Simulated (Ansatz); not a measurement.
C4H12Ge (SMILES CC(C)[CH2][GeH3]), singlet (typed; the unrestricted solution is spin-contaminated), geometry from GFN2-xTB, with bond 8-1 at 3.0 times its length; HF/STO-3G (Ansatz, a first-principles code).

Input for Ansatz:
Ansatz 0.2 input:
```yaml
crystal:
  periodic: [false, false, false]
  atoms:
    - {symbol: Ge, position_ang: [1.19204730, 0.56714476, -0.05754356]}
    - {symbol: C, position_ang: [-0.14291499, -0.40813352, 1.02478555]}
    - {symbol: C, position_ang: [-1.47181421, -0.75171789, 0.35417463]}
    - {symbol: C, position_ang: [-1.27787032, -1.78595875, -0.74868490]}
    - {symbol: C, position_ang: [-2.14060935, 0.49817568, -0.20427519]}
    - {symbol: H, position_ang: [2.47695911, 0.63797260, 0.70755841]}
    - {symbol: H, position_ang: [1.51822983, -0.07475567, -1.36893037]}
    - {symbol: H, position_ang: [0.00817002, 4.80834250, -0.92753372]}
    - {symbol: H, position_ang: [-0.33651492, 0.20244411, 1.91116398]}
    - {symbol: H, position_ang: [0.32633876, -1.32831449, 1.38212088]}
    - {symbol: H, position_ang: [-2.13107858, -1.18576940, 1.11818937]}
    - {symbol: H, position_ang: [-0.64106043, -1.38068517, -1.53369694]}
    - {symbol: H, position_ang: [-2.23428227, -2.05938865, -1.18936037]}
    - {symbol: H, position_ang: [-0.81099573, -2.68634650, -0.35444740]}
    - {symbol: H, position_ang: [-1.53940228, 0.90778741, -1.01628749]}
    - {symbol: H, position_ang: [-2.24171535, 1.25754145, 0.56886375]}
    - {symbol: H, position_ang: [-3.13015973, 0.26581165, -0.59224003]}
basis:
  gaussian:
    orbitals: STO-3G
hamiltonian:
  xc: hf
scf: {lower_state_search: standard}
magnetization: {spin_polarized: true}
```

Write the output that Ansatz gives for this input, abridged.


```
Functional definition: HF
633 factors; integrals over basis functions are off by at most 3.2e-5 eV
mean field evaluation 1: about -60077.0227 eV, gradient 1.2e1 eV
mean field evaluation 2: about -60077.2941 eV, gradient 1.2e1 eV
mean field evaluation 4: about -60078.3742 eV, gradient 6.7e0 eV
mean field evaluation 8: about -60080.0576 eV, gradient 1.2e1 eV
mean field evaluation 16: about -60084.0041 eV, gradient 6.6e0 eV
mean field evaluation 32: about -60089.1649 eV, gradient 1.2e-4 eV
mean field evaluation 64: about -60082.6842 eV, gradient 3.1e-2 eV
mean field -60089.16488240 eV, -2208.2360795293 hartree, gradient 1.8e-5 eV, S^2 1.002654; 3 other end points of the search recorded, 0 dependent functions left out
reference -60089.16488240 eV, -2208.2360795293 hartree; 34, 34 occupied and 16, 16 virtual orbitals, 633 factors
Total energy: -60089.16488240 eV, -2208.2360795293 hartree
```
